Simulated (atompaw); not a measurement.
**aluminium (Al): one change to a PAW (atompaw) potential, before and after**

```
Element                 : Al (Z = 13)
Generator               : atompaw 4.2.0.5
Type                    : PAW
Functional              : PBE
Relativity              : scalar-relativistic
Frozen core             : [Ne]
Valence charge          : 3
Reference configuration : 3s2 3p1
Partial waves           : 3s (bound): rc 2.05 bohr; 3s channel at 3.55 Ry: rc 2.05 bohr; 3p (bound): rc 2.05 bohr; 3p channel at 0.7 Ry: rc 2.05 bohr
Local potential         : bessel scheme, radius 1.95 bohr
Core correction         : smooth core density matched at 1.30 bohr
Augmentation charge     : sinc compensation charge, radius 2.00 bohr; PAW radius 2.05 bohr; waves and projectors: custom rrkj vanderbiltortho
```

All-electron outer shells of the reference configuration (PBE, scalar-relativistic, ld1.x):

```tsv
shell	level (eV)	outermost node (bohr)	outermost maximum (bohr)
2s	-108.17	0.16	0.50
2p	-69.64	–	0.43
3s	-7.75	0.80	2.09
3p	-2.71	0.82	2.64
```

Change: all radii scaled by about 0.82 (s 1.68, p 1.68 bohr); local potential bessel scheme, radius 1.60 bohr; augmentation sinc compensation charge, radius 1.64 bohr; PAW radius 1.68 bohr; waves and projectors: custom rrkj vanderbiltortho; core correction smooth core density matched at 1.06 bohr.

Cutoffs: the cutoffs (Ry, on a coarse ladder) from which the occupation-weighted sum of valence levels, in a spherical-Bessel basis at the reference potential, stays within 10 and 1 mRy of its value at 400 Ry; they do not see the model core or the augmentation charge, which bear on the density cutoff.

Task: What does the change do?

Result: The potential gets harder (6 Ry and 8 Ry → 10 Ry and 15 Ry); neither file shows a bound ghost. A smaller radius makes the pseudo-wave follow the all-electron one further in, where it bends more sharply, so more plane waves are needed.

```csv
quantity,base,changed
"cutoff, loose",6 Ry,10 Ry
"cutoff, tight",8 Ry,15 Ry
loose cutoff by channel (10 mRy a level),"s 6 Ry, p 6 Ry","s 8 Ry, p 6 Ry"
bound ghosts,none,none
lowest overlap eigenvalue by channel,"s 0.68, p 0.79","s 0.52, p 0.81"
```

 The cutoffs see the waves, projectors and local potential, not the compensation charge or the core.
